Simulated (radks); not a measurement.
Values are calculated unless marked as measured or tabulated.
Ionisation of the barium ion Ba2+, [Xe], to Ba3+, [Kr] 4d10 5s2 5p5, under several functionals. Scalar-relativistic Kohn-Sham, spin-unpolarised, spherical densities, finite nucleus; a radial shooting solver on a logarithmic mesh with Libxc functionals.

functional                                      E(Ba2+) (hartree)  Exc (hartree)  IE (eV)  -e(HOMO) (eV)  <r> HOMO (bohr)  IE error (eV)
revPBE                                                 -8134.9332      -197.4525   36.432         30.876            1.894         +0.589
PW91                                                   -8135.7345      -198.2576   36.531         30.969            1.894         +0.687
OLYP                                                   -8137.7296      -200.3750   36.505         30.936            1.889         +0.661
PBEsol                                                 -8131.4673      -193.9588   36.490         30.926            1.892         +0.647
exchange-only PBE                                      -8131.7005      -194.1742   35.261         29.723            1.907         -0.583
Wu-Cohen GGA                                           -8133.8336      -196.3427   36.503         30.936            1.892         +0.660
XLYP                                                   -8136.0189      -198.5296   36.273         30.713            1.899         +0.429
LDA (Slater exchange, Perdew-Wang correlation)         -8128.4015      -190.8756   36.645         31.073            1.892         +0.801
BP86                                                   -8135.9826      -198.5044   36.571         31.007            1.892         +0.727
TASK exchange with Perdew-Wang LDA correlation         -8134.2257      -196.0698   37.380         31.858            1.883         +1.536
SOGGA                                                  -8131.0552      -193.5449   36.404         30.844            1.892         +0.561

NIST Atomic Spectra Database: 35.844 eV (measured). Closest: XLYP. The Delta-SCF values span 2.12 eV, the total energies 9.33 hartree. The highest occupied level is 5p. Spin polarisation and multiplet splitting are left out, so open shells lie too high by an amount that depends on their filling. Spin-orbit splitting is averaged out at the scalar-relativistic level.

Beside tabulated values, note that spin-unpolarised runs miss the spin-polarisation part of the exchange energy of open shells.
